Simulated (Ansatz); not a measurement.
Cost and result for the atomization energy of GeH₆NSi, SMILES `[SiH3][N][GeH3]` radical (9 atoms, 8 bonds).

```json
{"atom": "Si1", "x (Å)": "-0.6971", "y (Å)": "-0.8924", "z (Å)": "1.1190"}
{"atom": "N2", "x (Å)": "-0.7667", "y (Å)": "0.0391", "z (Å)": "-0.3387"}
{"atom": "Ge3", "x (Å)": "0.6361", "y (Å)": "0.8995", "z (Å)": "-1.1754"}
{"atom": "H4", "x (Å)": "0.6619", "y (Å)": "-1.3750", "z (Å)": "1.5030"}
{"atom": "H5", "x (Å)": "-1.6045", "y (Å)": "-2.0624", "z (Å)": "0.9941"}
{"atom": "H6", "x (Å)": "-1.1989", "y (Å)": "0.0136", "z (Å)": "2.1920"}
{"atom": "H7", "x (Å)": "0.8540", "y (Å)": "0.1398", "z (Å)": "-2.4944"}
{"atom": "H8", "x (Å)": "1.9363", "y (Å)": "0.8993", "z (Å)": "-0.3451"}
{"atom": "H9", "x (Å)": "0.1789", "y (Å)": "2.3385", "z (Å)": "-1.4545"}
```

Charge 0, multiplicity 2. Correlated methods include outer-core shells of Ge, which these sets cover unevenly. Scalar relativity is left out up to krypton. All single points use the PBE0-D4/def2-TZVP geometry. Program: Ansatz. All runs use 4 threads of a server CPU on a shared host. Times are those of one run each, without the atoms' runs, and a repeat can differ threefold. Electronic energies, without spin–orbit coupling; frozen cores. CCSD(T)/CBS adds CCSD(T) − MP2 in def2-TZVPP to the MP2 limit, and its time is that of the two runs behind it. T1 = 0.016; ⟨S²⟩ of the reference is 0.76. With those shells the extrapolation isn't a true limit. B3LYP takes the VWN-RPA correlation (the form of Gaussian; ORCA's B3LYP/G). HSE06 is the plane-wave form, built on full-range PBE exchange.

CCSD(T)/CBS is a level of theory with its own doubt, some kJ/mol a heavy atom from the limit and from the frozen cores, so smaller differences don't rank the functionals.

| level | functions | wall time |
| --- | --- | --- |
| BLYP-D4/def2-TZVPP | 205 | 3.3 s |
| B2PLYP/def2-TZVPP | 205 | 6.5 s |
| r2SCAN-D4/def2-TZVPP (with forces) | 205 | 7 s |
| HSE06-D4/def2-TZVPP | 205 | 7.5 s |
| B3LYP-D4/def2-TZVPP (with forces) | 205 | 8 s |
| CCSD(T)/def2-SVP | 94 | 8.5 s |
| CAM-B3LYP-D4/def2-TZVPP | 205 | 9.5 s |
| B97M-V/def2-TZVPP | 205 | 10 s |
| r2SCANh-D4/def2-TZVPP | 205 | 10 s |
| BHLYP-D4/def2-TZVPP | 205 | 12 s |
| MP2/def2-QZVPP | 396 | 44 s |
| CCSD(T)/def2-TZVPP | 205 | 2.4 min |
| CCSD(T)/CBS(def2) | – | 3.2 min |

Task: What atomization energy does each give, and how far from CCSD(T)/CBS? (Estimate.)

Result: Ansatz gave: 
```json
{"level": "BLYP-D4/def2-TZVPP", "atomization (kJ/mol)": "2453.7", "difference from CCSD(T)/CBS": "-8.4", "per bond": "-1.1"}
{"level": "B2PLYP/def2-TZVPP", "atomization (kJ/mol)": "2426.2", "difference from CCSD(T)/CBS": "-35.9", "per bond": "-4.5"}
{"level": "r2SCAN-D4/def2-TZVPP (with forces)", "atomization (kJ/mol)": "2462.8", "difference from CCSD(T)/CBS": "0.7", "per bond": "0.1"}
{"level": "HSE06-D4/def2-TZVPP", "atomization (kJ/mol)": "2423.8", "difference from CCSD(T)/CBS": "-38.3", "per bond": "-4.8"}
{"level": "B3LYP-D4/def2-TZVPP (with forces)", "atomization (kJ/mol)": "2469.5", "difference from CCSD(T)/CBS": "7.4", "per bond": "0.9"}
{"level": "CCSD(T)/def2-SVP", "atomization (kJ/mol)": "2261.9", "difference from CCSD(T)/CBS": "-200.2", "per bond": "-25.0"}
{"level": "CAM-B3LYP-D4/def2-TZVPP", "atomization (kJ/mol)": "2480.0", "difference from CCSD(T)/CBS": "17.9", "per bond": "2.2"}
{"level": "B97M-V/def2-TZVPP", "atomization (kJ/mol)": "2494.0", "difference from CCSD(T)/CBS": "31.9", "per bond": "4.0"}
{"level": "r2SCANh-D4/def2-TZVPP", "atomization (kJ/mol)": "2449.7", "difference from CCSD(T)/CBS": "-12.4", "per bond": "-1.6"}
{"level": "BHLYP-D4/def2-TZVPP", "atomization (kJ/mol)": "2429.3", "difference from CCSD(T)/CBS": "-32.8", "per bond": "-4.1"}
{"level": "MP2/def2-QZVPP", "atomization (kJ/mol)": "2396.5", "difference from CCSD(T)/CBS": "-65.6", "per bond": "-8.2"}
{"level": "CCSD(T)/def2-TZVPP", "atomization (kJ/mol)": "2399.8", "difference from CCSD(T)/CBS": "-62.3", "per bond": "-7.8"}
{"level": "CCSD(T)/CBS(def2)", "atomization (kJ/mol)": "2462.1", "difference from CCSD(T)/CBS": "0.0", "per bond": "0.0"}
```

From r2SCAN to r2SCAN0 (25 % exact exchange), in def2-TZVPP and without D4, the atomization energy moves by −31.3 kJ/mol: exact exchange takes away binding that semilocal exchange gives to molecules. In def2-TZVPP, CCSD(T) changes the Hartree–Fock value by +629.5 kJ/mol (the triples alone add +25.5 kJ/mol) and MP2 by +588.6 kJ/mol; breaking electron pairs costs correlation energy, which Hartree–Fock lacks. The D4 term adds +27.2 kJ/mol with B3LYP and +14.2 kJ/mol with PBE0; it sums over pairs of atoms, weighted by their polarisabilities, and B3LYP, whose exchange is more repulsive, gets the larger term.
